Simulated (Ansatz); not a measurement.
Abridged output of a molecular run in Ansatz:

```
Functional definition: HF
  name "HF"
  cite "Fock, Z. Phys. 61, 126 (1930) doi:10.1007/BF01340294"
  parent pbe
  exchange = exact_x
  correlation = 0
1413 factors; integrals over basis functions are off by at most 1.0e-3 eV
mean field evaluation 1: about -132386.9543 eV, gradient 2.7e1 eV
mean field evaluation 2: about -132387.1482 eV, gradient 2.8e1 eV
mean field evaluation 4: about -132389.6261 eV, gradient 3.0e0 eV
mean field evaluation 8: about -132389.6737 eV, gradient 2.5e-1 eV
mean field -132389.67408128 eV, -4865.2307855429 hartree, gradient 2.8e-6 eV, S^2 0.000000; 0 other end points of the search recorded, 0 dependent functions left out
20 core orbitals not correlated: weight in the atoms' cores, before any rotation towards them, 1.000 or more for the frozen orbitals, at most 0.000 for the correlated occupied ones
reference -132389.67408128 eV, -4865.2307855429 hartree; 22, 22 occupied and 186, 186 virtual orbitals, 1413 factors
second order -22.63473278 eV of doubles, -0.00000000 eV of singles
cycle   1  -22.80453271 eV  change   -1.7e-1 eV  update   1.1e-1
cycle   2  -23.40200752 eV  change   -6.0e-1 eV  update   2.9e-2
cycle   3  -23.49129337 eV  change   -8.9e-2 eV  update   1.6e-2
cycle   4  -23.47434939 eV  change    1.7e-2 eV  update   4.9e-3
cycle   5  -23.47462417 eV  change   -2.7e-4 eV  update   2.4e-3
cycle   6  -23.47427529 eV  change    3.5e-4 eV  update   6.9e-4
cycle   7  -23.47405855 eV  change    2.2e-4 eV  update   2.0e-4
cycle   8  -23.47418472 eV  change   -1.3e-4 eV  update   5.6e-5
cycle   9  -23.47419620 eV  change   -1.1e-5 eV  update   1.8e-5
perturbative correction -0.94588877 eV, -0.0347607710 hartree
Total energy: -132414.09416625 eV, -4866.1282071130 hartree
```

Its atoms:

Z-matrix (Å, degrees):
```
C
B 1 1.563
H 1 1.092 2 112.7
H 1 1.097 2 108.4 3 118.1
H 1 1.092 2 112.9 3 -123.6
Se 2 1.941 1 122.8 3 151.5
Se 2 1.941 1 122.6 3 -30.8
H 6 1.468 2 95.2 1 -2.2
H 7 1.468 2 95.1 1 2.2
```

Which basis set was used?
A. def2-TZVPP
B. cc-pV(D+d)Z
C. cc-pV(Q+d)Z
D. def2-SVPD

A. It gives 228 functions.

Write the keys of the input that set method, charge and spin (a neutral closed shell needs none for the last two).


```yaml
correlation: {method: ccsd_t}
```
